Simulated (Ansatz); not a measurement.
## Which is lower?

The two ends of one reaction step of AlH2Br, singlet (PBE0-D4/def2-TZVP).

A:

Al1  (-0.175, 0.043, -0.086)
Br2  (1.804, -0.439, 0.885)
H3  (-0.321, -0.249, -1.628)
H4  (-1.308, 0.645, 0.829)
(Å)

B:

Al1  (-1.063, 0.450, 0.339)
Br2  (2.434, -1.031, -0.782)
H3  (1.145, -0.486, -0.371)
H4  (-2.516, 1.067, 0.813)
(Å)

Ansatz 0.2.0; basis: def2-TZVPP; cores frozen in the correlated methods. Filled d shells of the heavier atoms are correlated. The def2 sets are not built for correlating such inner shells, so the correlated values are less sure here. B3LYP uses VWN-RPA correlation.

(1) Which structure is lower at CCSD(T), and by how much? (An estimate is asked for; the value comes from the calculation.)

T1 diagnostic: at most 0.008. The restricted Hartree–Fock reference is unstable towards an unrestricted one at one or more of these structures.

Answers

(1) Computed: A, by 63.27 kcal/mol (electronic energy, against the other). By their contacts, A is AlH₂Br ([AlH2][Br]) and B is a complex of AlH + HBr.

All methods give the same order:

| method | E(B) − E(A) (kcal/mol) |
| --- | --- |
| SPW92 | 61.06 |
| PBE-D4 | 59.58 |
| BLYP-D4 | 57.72 |
| r2SCAN-D4 | 67.80 |
| B97M-V | 65.23 |
| PBE0-D4 | 63.24 |
| B3LYP-D4 | 61.19 |
| r2SCAN0-D4 | 68.55 |
| BHLYP-D4 | 65.34 |
| CAM-B3LYP-D4 | 63.94 |
| wB97X-V | 66.98 |
| wB97M-V | 63.56 |
| B2PLYP | 63.91 |
| PBE-QIDH | 67.35 |
| RPA on PBE | 60.05 |
| HF | 68.18 |
| MP2 | 67.37 |
| CCSD | 63.33 |
| CCSD(T) | 63.27 |

Labels in which every atom is bracketed show which atoms are joined, not bond orders.

For scale, one of the runs: CCSD(T)/def2-TZVPP, 118 basis functions, launched by `ansatz run in.yaml --threads 2 --pin off --events-out ev --progress --plain --max-ram 4352MiB`. The run took about 3.5 s on 2 CPU threads of an Intel Xeon Platinum 8559C (shared host).
